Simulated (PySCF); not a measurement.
## The 13-electron isoelectronic series, spin-free X2C

All values are computed (PySCF 2.14, energy differences of UHF-based or UKS calculations, no spin-orbit coupling). Each ion has its own even-tempered basis scaled to its charge (22s15p6d5f for the first); frozen: 1s2. Ionisation energies in eV, correlation energies of the ion in mhartree.

| ion | configuration | UHF | LDA | PBE | PBE0 | r2SCAN | MP2 (outer shells) | E_corr MP2 | NIST (with spin-orbit, Breit and QED) |
| --- | --- | --- | --- | --- | --- | --- | --- | --- | --- |
| P²⁺ | [Ne] 3s2 3p1 (2P) | 29.571 | 30.197 | 30.236 | 30.256 | 30.359 | 29.922 | -361.0 | 30.203 |
| S³⁺ | [Ne] 3s2 3p1 (2P) | 46.627 | 47.342 | 47.379 | 47.393 | 47.499 | 47.029 | -369.2 | 47.222 ± 0.012 (s) |
| Cl⁴⁺ | [Ne] 3s2 3p1 (2P) | 66.904 | 67.698 | 67.727 | 67.733 | 67.863 | 67.341 | -375.9 | 67.68 ± 0.1 (s) |
| K⁶⁺ | [Ne] 3s2 3p1 (2P) | 116.91 | 117.84 | 117.88 | 117.87 | 117.98 | 117.41 | -388.5 | 117.56 ± 0.11 |
| Ca⁷⁺ | [Ne] 3s2 3p1 (2P) | 146.58 | 147.57 | 147.62 | 147.59 | 147.71 | 147.09 | -393.5 | 147.24 ± 0.12 |
| Sc⁸⁺ | [Ne] 3s2 3p1 (2P) | 179.35 | 180.40 | 180.45 | 180.42 | 180.54 | 179.88 | -398.3 | 180.03 ± 0.12 |
| Ti⁹⁺ | [Ne] 3s2 3p1 (2P) | 215.23 | 216.33 | 216.38 | 216.34 | 216.46 | 215.75 | -402.3 | 215.92 ± 0.12 |
| V¹⁰⁺ | [Ne] 3s2 3p1 (2P) | 254.19 | 255.34 | 255.40 | 255.35 | 255.46 | 254.73 | -406.2 | 254.8 ± 0.4 (s) |
| Cr¹¹⁺ | [Ne] 3s2 3p1 (2P) | 296.25 | 297.44 | 297.50 | 297.44 | 297.55 | 296.79 | -410.3 | 296.7 ± 0.6 (s) |

(1) Interpolate the row of Ar⁵⁺.

Each ion has its own basis, which adds noise of up to about 0.1 % along the series.

NIST values marked (s) are semi-empirical, (t) theoretical. Open shells are high-spin determinants of the terms that Hund's rules give.

## Answers

(1) configuration [Ne] 3s2 3p1 (2P); UHF 90.347; LDA 91.216; PBE 91.244; PBE0 91.243; r2SCAN 91.362; MP2 (outer shells) 90.819; E_corr MP2 -382.5; NIST (with spin-orbit, Breit and QED) 91.29 ± 0.01.
